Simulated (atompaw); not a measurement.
**What one change does to a pseudopotential (scandium (Sc), PAW (atompaw))**

```json
{
 "Element": "scandium",
 "Generator": "atompaw 4.2.0.5",
 "Type": "PAW",
 "Functional": "PBE",
 "Relativity": "scalar-relativistic",
 "Frozen core": "[Ne] 3s2",
 "Valence charge": "9",
 "Reference configuration": "3p6 3d1 4s2 4p0",
 "Partial waves": "4s (bound); 4s channel at 3.95 Ry; 3p (bound); 4p (bound, empty); 3d (bound); 3d channel at 4.75 Ry",
 "Local potential": "troulliermartins scheme with l = 3 at 0.5 Ry, radius 2.75 bohr",
 "Core correction": "smooth core density matched at 1.90 bohr",
 "Augmentation charge": "gaussian compensation charge, radius 2.75 bohr; PAW radius 3.00 bohr; waves and projectors: bloechl"
}
```

Change: all radii scaled by about 1.10 (s 3.30, p 1.76, d 3.30 bohr); local potential troulliermartins scheme with l = 3 at 0.5 Ry, radius 3.02 bohr; augmentation gaussian compensation charge, radius 3.02 bohr; PAW radius 3.30 bohr; waves and projectors: bloechl; core correction smooth core density matched at 2.08 bohr.

Cutoffs: the cutoffs (Ry, on a coarse ladder) from which the occupation-weighted sum of valence levels, in a spherical-Bessel basis at the reference potential, stays within 10 and 1 mRy of its value at 400 Ry; they do not see the model core or the augmentation charge, which bear on the density cutoff.

What does the change do?

The potential gets softer (21 Ry and 25 Ry → 18 Ry and 21 Ry); neither file shows a bound ghost. A larger radius leaves more room for a smooth pseudo-wave, so fewer plane waves are needed.

| quantity | base | changed |
| --- | --- | --- |
| cutoff, loose | 21 Ry | 18 Ry |
| cutoff, tight | 25 Ry | 21 Ry |
| loose cutoff by channel (10 mRy a level) | s 6 Ry, p 15 Ry, d 18 Ry | s 6 Ry, p 15 Ry, d 15 Ry |
| bound ghosts | none | none |
| lowest overlap eigenvalue by channel | s 0.47, p 0.88, d 0.71 | s 0.46, p 0.89, d 0.73 |

 The cutoffs see the waves, projectors and local potential, not the compensation charge or the core.
